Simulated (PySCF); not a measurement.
Bonds (- single, = double, # triple, : aromatic): O1=C2 1.205 Å, C2-O3 1.340 Å, C2-C4 1.482 Å, C4:C5 1.393 Å, C5:C6 1.382 Å, C6:C7 1.385 Å, C7:C8 1.385 Å, C8-F9 1.347 Å, C8:C10 1.381 Å, C10:C4 1.392 Å. O3 carries H11; C5 carries H12; C6 carries H13; C7 carries H14; C10 carries H15.

Method: shielding tensors at PBE0/pcSseg-1 (GIAO), GFN2-xTB structure, in PySCF 2.14 (isolated molecule, one conformer, non-relativistic Hamiltonian).

Problem. List the cross peaks expected in HSQC, COSY and HMBC spectra.

Solution. 

HSQC (one-bond C–H):
| δH | δC |
| --- | --- |
| 8.41 (H12) | 133.3 (C5) |
| 8.17 (H15) | 123.8 (C10) |
| 7.81 (H13) | 135.5 (C6) |
| 7.59 (H14) | 126.9 (C7) |

COSY cross peaks (H two or three bonds apart, from the bond graph; peaks can be absent where the dihedral angle is near 90°):
| δH | δH |
| --- | --- |
| 8.41 (H12) | 7.81 (H13) |
| 7.81 (H13) | 7.59 (H14) |

HMBC (two and three bonds, from the bond graph):
| δH | δC |
| --- | --- |
| 8.41 (H12) | 169.9 (C2), 135.5 (C6), 135.4 (C4), 126.9 (C7), 123.8 (C10) |
| 8.17 (H15) | 172.6 (C8), 169.9 (C2), 135.4 (C4), 133.3 (C5), 126.9 (C7) |
| 7.81 (H13) | 172.6 (C8), 135.4 (C4), 133.3 (C5), 126.9 (C7) |
| 7.59 (H14) | 172.6 (C8), 135.5 (C6), 133.3 (C5), 123.8 (C10) |

Referencing at the same level of theory: TMS for $^{1}$H, $^{13}$C.

OH and NH positions are those of a molecule without intermolecular hydrogen bonds; in solution they move with solvent, concentration and temperature, and exchange usually removes their couplings. Shifts are as computed. Against solution values, carbons near 30 ppm lie about +3 ppm off and those near 130 ppm about +5 ppm. Of 1211 compounds with measured shifts, 218 miss one by over three times the rms of a fit or turn the order of signals round; such compounds aren't used in these exercises. Hydrogen bonding in solution deshields acid and N–H amide carbonyl carbons by as much as 10 ppm beyond these values.
